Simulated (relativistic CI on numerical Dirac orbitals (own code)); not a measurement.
# Pr29+: sensitivity of the levels to the model

Base calculation: Dirac-Coulomb-Breit CI, orbitals from a KLI potential per configuration, QED by a radiative potential, unscaled Slater integrals.

Configurations in the expansion (outside the closed core [Ar]): 3d10 4s2, 3d10 4s 4p, 3d10 4p2, 3d10 4s 4d, 3d10 4d2, 3d10 4s 4f, 3d10 4p 4d, 3d10 4f2, 3d10 4p 4f, 3d10 4d 4f, 3d10 4s 5s, 3d10 4s 5p, 3d10 4s 5d, 3d10 4s 5f, 3d10 4s 5g, 3d10 4s 6s, 3d10 4s 6p, 3d10 4s 6d, 3d10 4s 6f, 3d10 4s 7s, 3d9 4s2 4p, 3d9 4s2 4d, 3d9 4s2 4f, 3d9 4s2 5s, 3d9 4s2 5p, 3d9 4s2 5d. Double excitations out of closed p, d and f shells are left out; levels of such configurations are missing from the list, as are those of other unlisted configurations, and high levels can miss mixing partners. These lack a partner that the ground configuration has and come out too high: 3d9 4s2 4p, 3d9 4s2 4d, 3d9 4s2 4f, 3d9 4s2 5s, 3d9 4s2 5p.

Variants: (1) QED terms removed; (2) Breit term removed. Shifts of the energy above 3d10 4s2 1S_0, in cm⁻¹, for the lowest level and the first level of each name with at least 55 % of one term (blank where a level changes its place among those of its configuration and J or its character, or is not in the variant):

```
           Level     Base   Δ(1)   Δ(2)
   3d10 4s2 1S_0        0      0      0
3d10 4s 4p 3P°_0   444527  +3969  -3286
3d10 4s 4p 3P°_1   477085  +3956  -3028
3d10 4s 4p 3P°_2   681289  +3607   -208
3d10 4s 4p 1P°_1   790151  +3659   -321
   3d10 4p2 3P_0  1031854  +8033  -6321
   3d10 4p2 3P_1  1235089  +7707  -3402
   3d10 4p2 1D_2  1241095  +7525  -2983
   3d10 4p2 3P_2  1462233  +6993    -49
   3d10 4p2 1S_0  1547287  +7320   -508
 3d10 4s 4d 3D_1  1548700  +4157  +1717
 3d10 4s 4d 3D_2  1564320  +4183  +2136
 3d10 4s 4d 3D_3  1596352  +4022  +3245
 3d10 4s 4d 1D_2  1686382  +4550  +2336
```

At this charge energies of transitions that change n are usually good to better than 1 %, and those within a shell (Δn = 0) to a few per cent.

Ionisation energy from the two ground configurations alone: base 1124.48 eV; QED terms removed 1124.97 eV; Breit term removed 1125.15 eV. The NIST ASD value (theoretical) is 1124 eV.

LS names give the leading component of a level, which can be under half, so a name can repeat, a term be missing and a line seem to break the LS rules.
